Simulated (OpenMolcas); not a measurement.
# Ni²⁺: CASPT2 settings compared

| Item | Value |
| --- | --- |
| Program | OpenMolcas 26.06 |
| Basis | ANO-R3 [7s5p5d3f2g1h] |
| Scalar Hamiltonian | X2C, finite nucleus |
| Active space | 8 electrons in 5 orbitals (3d) |
| State averaging | 2S+1 = 3 even, 10 roots; 2S+1 = 1 even, 14 roots kept (CI in the orbitals of an earlier block) |
| Spin-orbit coupling | RASSI with atomic mean-field integrals over the reference wave functions, term energies averaged over their components |

Methods on the same reference wave functions:
A. CASSCF
B. SS-CASPT2, IPEA 0 Eh, sigma1 regulariser 0.4 Eh (closed shells correlated: 3s 3p)
C. SS-CASPT2, IPEA 0.1 Eh, sigma1 regulariser 0.1 Eh (closed shells correlated: 3s 3p)
D. SS-CASPT2, IPEA 0 Eh, imaginary shift 0.4 Eh (closed shells correlated: 2s 2p 3s 3p)

Energies in eV above 3d8 3F4, the measured ground level; measured values from Corliss and Sugar, J. Phys. Chem. Ref. Data 10, 197 (1981).

```tsv
Level	A	B	C	D	Measured
3d8 3F4	0.0000	0.0000	0.0000	0.0000	0.0000
3d8 3F3	0.1684	0.1687	0.1687	0.1687	0.1687
3d8 3F2	0.2841	0.281	0.281	0.281	0.2814
3d8 1D2	2.1262	1.627	1.636	1.620	1.7397
3d8 3P2	2.5750	2.028	2.050	2.018	2.0658
3d8 3P1	2.6232	2.071	2.095	2.061	2.1050
3d8 3P0	2.6648	2.113	2.137	2.103	2.1363
3d8 1G4	3.2999	2.837	2.840	2.832	2.8651
```

Deviations, from unrounded energies. A percentage is the sum of absolute deviations over the sum of measured energies, with the sign that they share, or ± where signs differ.

| Against measurement | Levels | A | B | C | D |
| --- | --- | --- | --- | --- | --- |
| mean absolute deviation (cm-1) | 7 | 2700 | 270 | 180 | 320 |
| fine structure of the ground term (%) | 2 | ±0.7 | -0.0 | -0.0 | ±0.0 |
| other terms of the ground configuration (%) | 5 | +21.8 | -2.2 | ±1.4 | -2.5 |

C lies closest to measurement on these levels and A furthest from it. The largest miss of C in the table is 3d8 1D2, by -840 cm-1. The ranking rests on the paired levels alone, and a cruder setting can come out closer through cancelling errors.

Among B to D the level of the table that moves most is 3d8 3P1, by 270 cm-1 (lowest in D, highest in C). Moves below CASPT2's spread within the term are not significant.

The mean deviations of B to D differ by less than CASPT2's widest spread within a term (1300 cm-1), so their order carries little weight.

From A to B the spin-free energies of the other terms of 3d8 shown, above 3F, scale by factors of 0.75 to 0.85, as is usual when dynamic correlation screens the repulsion within a d or f shell.

The lowest spin-free term lies below A's lowest term by 0.742 hartree in B, 0.740 hartree in C, 0.872 hartree in D.

CASPT2 does not keep the components of a term degenerate, so their means are used; among the terms shown or strongly mixed into the levels shown the widest spread is 1300 cm-1 (3d8 1G, D). Terms from blocks run as CI alone lack orbitals of their own. Without dynamic correlation excited terms often stand tens of per cent too high (terms of higher spin than the ground term too low), and those without a measured partner can miss by more than the paired ones (holds for A). Some levels mix across a computed gap that differs much from the measured one, so their mixing is not that of the real levels (holds for A). Computed and measured levels are paired by configuration, term and J; levels that our copy of the source lacks, or whose pairing is in doubt (as where it misses far off the trend of its configuration), stay unpaired and out of the deviations. Only configurations of the active space appear.
